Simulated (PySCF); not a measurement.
A geometry optimisation, step by step.

Compound: C5H4O3.
SMILES with atom numbers: `[CH3:1][O:2][c:3]1[cH:4][c:5](=[O:6])[c:7]1=[O:8]` (hydrogens: H9, H10, H11 on C1; H12 on C4)

Computed by this run: CAM-B3LYP/def2-SV(P) geometry optimisation, gas phase in PySCF 2.14.0; density fitting, grid level 1; the optimiser is geomeTRIC in internal coordinates, started from a GFN2-xTB structure. 6 of its 7 geometries are shown. The frame can shift and turn from step to step; on so coarse a grid that alone can change the energy by a few meV, and forces under 0.02 eV/Å are noise.

Step 0: E = -11375.3139 eV, largest atomic force 0.890 eV/Å
```
atom  x, y, z in Å  |  force x, y, z in eV/Å
C1      2.077   -0.010    0.180   -0.256  -0.222  -0.122
O2      1.017   -0.843   -0.272   -0.290   0.092   0.028
C3     -0.196   -0.365   -0.177    0.253   0.224   0.120
C4     -0.778    0.794    0.265    0.438  -0.262  -0.072
C5     -2.141    0.346   -0.047   -0.632   0.149  -0.001
O6     -3.246    0.795    0.045    0.107  -0.055  -0.021
C7     -1.521   -0.978   -0.554   -0.114  -0.810  -0.351
O8     -1.875   -2.014   -1.023    0.025   0.194   0.090
H9      2.994   -0.572    0.022    0.341  -0.172  -0.047
H10     1.960    0.221    1.241   -0.070   0.046   0.378
H11     2.106    0.920   -0.393   -0.007   0.311  -0.236
H12    -0.397    1.705    0.686    0.205   0.505   0.233
```

Step 1: E = -11375.3296 eV, largest atomic force 0.199 eV/Å
```
atom  x, y, z in Å  |  force x, y, z in eV/Å
C1      2.010   -0.136    0.484    0.039   0.034   0.049
O2      0.943   -0.944    0.012    0.034   0.024  -0.050
C3     -0.214   -0.363   -0.143    0.013  -0.085  -0.043
C4     -0.735    0.885    0.044   -0.007   0.062   0.151
C5     -2.090    0.489   -0.422   -0.020   0.036  -0.179
O6     -3.144    1.025   -0.580   -0.019   0.013   0.051
C7     -1.520   -0.952   -0.641   -0.082   0.017   0.180
O8     -1.905   -2.024   -0.977    0.051  -0.029  -0.080
H9      2.932   -0.722    0.363   -0.021  -0.007   0.012
H10     1.861    0.109    1.551   -0.009   0.006  -0.039
H11     2.078    0.796   -0.105    0.018  -0.038   0.004
H12    -0.341    1.825    0.430    0.001  -0.034  -0.058
```

Step 2: E = -11375.3330 eV, largest atomic force 0.071 eV/Å
```
atom  x, y, z in Å  |  force x, y, z in eV/Å
C1      2.016   -0.137    0.479   -0.007  -0.004   0.032
O2      0.942   -0.941    0.011   -0.004   0.018  -0.050
C3     -0.217   -0.363   -0.136   -0.034  -0.013   0.053
C4     -0.745    0.881    0.066    0.019   0.016   0.013
C5     -2.094    0.493   -0.428   -0.009  -0.017   0.060
O6     -3.144    1.034   -0.595    0.019  -0.001   0.000
C7     -1.524   -0.951   -0.633   -0.002  -0.001  -0.071
O8     -1.899   -2.020   -0.990    0.011  -0.007   0.003
H9      2.929   -0.739    0.380   -0.007  -0.010   0.012
H10     1.858    0.131    1.538   -0.008   0.013  -0.005
H11     2.105    0.780   -0.128    0.003  -0.008  -0.014
H12    -0.351    1.819    0.453    0.017   0.014  -0.034
```

Step 4: E = -11375.3371 eV, largest atomic force 0.149 eV/Å
```
atom  x, y, z in Å  |  force x, y, z in eV/Å
C1      2.013   -0.153    0.478   -0.011  -0.021  -0.013
O2      0.941   -0.945   -0.011   -0.021   0.024  -0.016
C3     -0.216   -0.359   -0.144   -0.102   0.036  -0.028
C4     -0.738    0.885    0.072    0.023   0.057   0.005
C5     -2.103    0.502   -0.387    0.100  -0.081  -0.075
O6     -3.162    1.036   -0.512    0.025   0.016   0.030
C7     -1.524   -0.931   -0.655   -0.009  -0.100   0.045
O8     -1.887   -1.987   -1.060   -0.037   0.015  -0.011
H9      2.900   -0.800    0.492    0.015   0.002   0.010
H10     1.791    0.203    1.498    0.000   0.010   0.019
H11     2.188    0.709   -0.188    0.010   0.012  -0.008
H12    -0.327    1.826    0.432    0.006   0.029   0.040
```

Step 5: E = -11375.3384 eV, largest atomic force 0.033 eV/Å
```
atom  x, y, z in Å  |  force x, y, z in eV/Å
C1      2.009   -0.153    0.477   -0.003  -0.006  -0.003
O2      0.940   -0.946   -0.017    0.024  -0.003  -0.002
C3     -0.217   -0.362   -0.148    0.006  -0.006   0.010
C4     -0.732    0.884    0.073   -0.005  -0.004  -0.033
C5     -2.095    0.503   -0.389   -0.007  -0.004  -0.002
O6     -3.151    1.044   -0.511   -0.017   0.008  -0.005
C7     -1.528   -0.934   -0.653    0.022   0.015   0.006
O8     -1.898   -1.988   -1.057   -0.019   0.009   0.011
H9      2.897   -0.798    0.498    0.001  -0.001   0.004
H10     1.781    0.206    1.495    0.002   0.001   0.000
H11     2.187    0.708   -0.190    0.005  -0.002   0.001
H12    -0.319    1.823    0.439   -0.008  -0.008   0.013
```

Step 6: E = -11375.3385 eV, largest atomic force under 0.02 eV/Å
```
atom  x, y, z in Å  |  force x, y, z in eV/Å
C1      2.011   -0.154    0.477   -0.006  -0.002   0.003
O2      0.940   -0.946   -0.017    0.008   0.002  -0.005
C3     -0.217   -0.361   -0.150    0.007   0.000   0.011
C4     -0.733    0.885    0.070    0.002  -0.003  -0.014
C5     -2.095    0.505   -0.393    0.001   0.002   0.008
O6     -3.150    1.047   -0.515   -0.006   0.000  -0.007
C7     -1.529   -0.933   -0.652    0.005   0.007  -0.004
O8     -1.903   -1.988   -1.049   -0.006   0.003   0.008
H9      2.899   -0.800    0.495   -0.003  -0.003   0.002
H10     1.785    0.202    1.497   -0.001   0.001  -0.002
H11     2.189    0.709   -0.187    0.000  -0.004  -0.002
H12    -0.321    1.823    0.441   -0.001  -0.003   0.004
```

Q: Summarise the path.

A: The energy falls by 0.0246 eV from step 0 to step 6; nine tenths of that is first reached at step 4. It falls at every step. The largest force goes from 0.890 to under 0.02 eV/Å. Among the bonds C4–C5 changes most (a near tie, within 0.001 Å, with another), from 1.469 to 1.489 Å; the atoms move by 0.017 Å rms after alignment.

What follows is the cost of the whole optimisation. The run took 47 s of wall time on an Arm Neoverse V1 with one thread, no GPU, shared host, and the process peaked at 0.57 GiB of memory.
